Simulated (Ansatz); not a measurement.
Start from `CNBN` and change one atom or group to get `CN(C)BN`.

Ansatz, PBE0-D4/def2-TZVP geometries, multiplicity 1. Each molecule was computed in one conformer, which needn't be the lowest.

| property | `CNBN` |
| --- | --- |
| HOMO–LUMO gap (PBE/def2-TZVPP) / eV | 5.44 |
| LUMO energy (PBE/def2-TZVPP) / eV | 0.33 |
| zero-point energy (PBE0-D4/def2-TZVP) / kJ/mol | 249.7 |
| LUMO energy (PBE0/def2-TZVPP) / eV | 1.13 |
| LUMO energy (B3LYP/def2-TZVPP) / eV | 0.77 |
| HOMO energy (PBE0/def2-TZVPP) / eV | -6.45 |

(1) What does the change do to each property? (An estimate is asked.)

Results:

(1) The calculation gave: 
```json
{"property": "HOMO–LUMO gap (PBE/def2-TZVPP) / eV", "`CN(C)BN`": "5.19", "shift": "-0.25"}
{"property": "LUMO energy (PBE/def2-TZVPP) / eV", "`CN(C)BN`": "0.25", "shift": "-0.08"}
{"property": "zero-point energy (PBE0-D4/def2-TZVP) / kJ/mol", "`CN(C)BN`": "322.9", "shift": "73.2"}
{"property": "LUMO energy (PBE0/def2-TZVPP) / eV", "`CN(C)BN`": "1.05", "shift": "-0.08"}
{"property": "LUMO energy (B3LYP/def2-TZVPP) / eV", "`CN(C)BN`": "0.71", "shift": "-0.06"}
{"property": "HOMO energy (PBE0/def2-TZVPP) / eV", "`CN(C)BN`": "-6.22", "shift": "0.23"}
```

With PBE0 the HOMO rises by 0.23 eV and the LUMO falls by 0.08 eV, so the gap narrows by about 0.31 eV. PBE moves the HOMO by 0.16 eV and ωB97M-V by 0.26 eV. The zero-point energy changes by 73.2 kJ/mol with +9 modes.

B3LYP here is the variant with VWN-RPA as its local correlation; programs differ in this.
